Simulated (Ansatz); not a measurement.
Cost and result for the atomization energy of C₃H₃BF₂O₂, SMILES `F[B-]1(F)OC=CC=[O+]1` (11 atoms, 11 bonds).

```xyz
11

F     1.2619    0.3153   -2.1448
B     1.2398    0.4073   -0.7940
F     2.3704    0.8753   -0.2164
O     0.9612   -0.9801   -0.2319
C    -0.0934   -1.2688    0.4120
C    -1.0993   -0.3619    0.6936
C    -0.9225    0.9358    0.2484
O     0.0927    1.3293   -0.4034
H    -0.1617   -2.3053    0.7441
H    -1.9793   -0.6518    1.2458
H    -1.6697    1.7049    0.4465
```

The species carries charge 0 and has multiplicity 1. The structure was optimised at the PBE0-D4/def2-TZVP level. Program: Ansatz. All runs use 4 threads of an Arm Neoverse V2 on a shared host. Times are those of one run each, without the atoms' runs, and a repeat can differ threefold. Electronic energies, without spin–orbit coupling; frozen cores. CCSD(T)/CBS adds CCSD(T) − MP2 in def2-TZVPP to the MP2 limit, and its time is that of the two runs behind it. T1 = 0.017. B3LYP takes the VWN-RPA correlation (the form of Gaussian; ORCA's B3LYP/G).

CCSD(T)/CBS is a level of theory with its own doubt, some kJ/mol a heavy atom from the limit and from the frozen cores, so smaller differences don't rank the functionals.

```csv
level,functions,wall time
LDA (SPW92)/def2-TZVPP,290,1.6 s
PBE-D4/def2-TZVPP (with forces),290,3.3 s
CAM-B3LYP-D4/def2-TZVPP,290,4.4 s
r2SCAN-D4/def2-TZVPP (with forces),290,5.5 s
B3LYP-D4/def2-TZVPP (with forces),290,6 s
PBE-QIDH/def2-TZVPP,290,8.5 s
ωB97X-V/def2-TZVPP,290,9.5 s
B97M-V/def2-TZVPP,290,11 s
ωB97M-V/def2-TZVPP (with forces),290,14 s
CCSD(T)/def2-SVP,127,20 s
MP2/def2-QZVPP,546,36 s
CCSD(T)/def2-TZVPP,290,22 min
CCSD(T)/CBS(def2),–,23 min
```

**Question.** What atomization energy does each give, and how far from CCSD(T)/CBS? (Best estimate.)

**Answer.** Ansatz gave: 
```json
{"level": "LDA (SPW92)/def2-TZVPP", "atomization (kJ/mol)": "6294.2", "difference from CCSD(T)/CBS": "990.3", "per bond": "90.0"}
{"level": "PBE-D4/def2-TZVPP (with forces)", "atomization (kJ/mol)": "5543.3", "difference from CCSD(T)/CBS": "239.4", "per bond": "21.8"}
{"level": "CAM-B3LYP-D4/def2-TZVPP", "atomization (kJ/mol)": "5360.2", "difference from CCSD(T)/CBS": "56.3", "per bond": "5.1"}
{"level": "r2SCAN-D4/def2-TZVPP (with forces)", "atomization (kJ/mol)": "5383.2", "difference from CCSD(T)/CBS": "79.3", "per bond": "7.2"}
{"level": "B3LYP-D4/def2-TZVPP (with forces)", "atomization (kJ/mol)": "5316.9", "difference from CCSD(T)/CBS": "13.0", "per bond": "1.2"}
{"level": "PBE-QIDH/def2-TZVPP", "atomization (kJ/mol)": "5313.3", "difference from CCSD(T)/CBS": "9.4", "per bond": "0.9"}
{"level": "ωB97X-V/def2-TZVPP", "atomization (kJ/mol)": "5323.5", "difference from CCSD(T)/CBS": "19.6", "per bond": "1.8"}
{"level": "B97M-V/def2-TZVPP", "atomization (kJ/mol)": "5349.1", "difference from CCSD(T)/CBS": "45.2", "per bond": "4.1"}
{"level": "ωB97M-V/def2-TZVPP (with forces)", "atomization (kJ/mol)": "5344.2", "difference from CCSD(T)/CBS": "40.3", "per bond": "3.7"}
{"level": "CCSD(T)/def2-SVP", "atomization (kJ/mol)": "5098.1", "difference from CCSD(T)/CBS": "-205.8", "per bond": "-18.7"}
{"level": "MP2/def2-QZVPP", "atomization (kJ/mol)": "5464.0", "difference from CCSD(T)/CBS": "160.1", "per bond": "14.6"}
{"level": "CCSD(T)/def2-TZVPP", "atomization (kJ/mol)": "5169.8", "difference from CCSD(T)/CBS": "-134.1", "per bond": "-12.2"}
{"level": "CCSD(T)/CBS(def2)", "atomization (kJ/mol)": "5303.9", "difference from CCSD(T)/CBS": "0.0", "per bond": "0.0"}
```

In def2-TZVPP, CCSD(T) changes the Hartree–Fock value by +1335.8 kJ/mol (the triples alone add +111.1 kJ/mol) and MP2 by +1551.0 kJ/mol; breaking electron pairs costs correlation energy, which Hartree–Fock lacks. The D4 term adds +40.9 kJ/mol with B3LYP and +21.4 kJ/mol with PBE0; it sums over pairs of atoms, weighted by their polarisabilities, and B3LYP, whose exchange is more repulsive, gets the larger term. From PBE to PBE0 (25 % exact exchange), in def2-TZVPP and without D4, the atomization energy moves by −168.4 kJ/mol: exact exchange takes away binding that semilocal exchange gives to molecules.
